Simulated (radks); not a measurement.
Question: Radial electron density D(r) = 4 pi r^2 rho(r) of an atom or ion with 20 electrons. Calculated with a radial shooting solver on a logarithmic mesh with Libxc functionals: scalar-relativistic Kohn-Sham, LDA (Slater exchange, VWN5 correlation), spin-polarised, spherical densities, finite nucleus; Fermi nuclear charge, rms radius of each element as measured or else 0.836 A^(1/3) + 0.57 fm.

```
   r/bohr * D(r) (the largest magnitude, 66.3, reaches the edge; | marks zero)
  0.00189 | *
 0.002131 |  *
 0.002422 |   *
 0.002731 |   *
 0.003079 |    *
 0.003472 |     *
 0.003914 |       *
 0.004413 |        *
 0.004976 |          *
  0.00561 |            *
 0.006326 |               *
 0.007132 |                 *
 0.008106 |                     *
  0.00914 |                        *
  0.01031 |                           *
  0.01162 |                               *
   0.0131 |                                  *
  0.01477 |                                     *
  0.01665 |                                        *
  0.01878 |                                          *
  0.02117 |                                            *
  0.02387 |                                            *
  0.02691 |                                            *
  0.03059 |                                           *
  0.03449 |                                         *
  0.03889 |                                       *
  0.04384 |                                      *
  0.04943 |                                      *
  0.05574 |                                       *
  0.06284 |                                          *
  0.07085 |                                             *
  0.07989 |                                                 *
  0.09007 |                                                     *
   0.1024 |                                                      *
   0.1154 |                                                    *
   0.1301 |                                                *
   0.1467 |                                         *
   0.1654 |                                 *
   0.1865 |                           *
   0.2103 |                       *
   0.2371 |                       *
   0.2674 |                        *
   0.3015 |                          *
   0.3399 |                           *
   0.3863 |                        *
   0.4356 |                   *
   0.4911 |             *
   0.5537 |       *
   0.6243 |   *
   0.7039 | *
   0.7936 |*
   0.8948 *
    1.009 *
    1.138 *
    1.293 *
```

What is the nuclear charge?

Answer: Z = 43. The innermost maximum, from 1s, lies near gamma/Z bohr with gamma = sqrt(1 - (Z/c)^2) = 0.949, here 0.0221 bohr (found: 0.0243), and its height grows with Z. The density is that of the technetium ion Tc23+ in [Ar] 3d2; the configuration itself is not fixed sharply by these data, and Z only to a few units. D(r) has 3 maxima, at r = 0.0243, 0.102, 0.324 bohr, and minima at 0.0479, 0.228 bohr, inside which lie 2.02, 10.71 electrons.
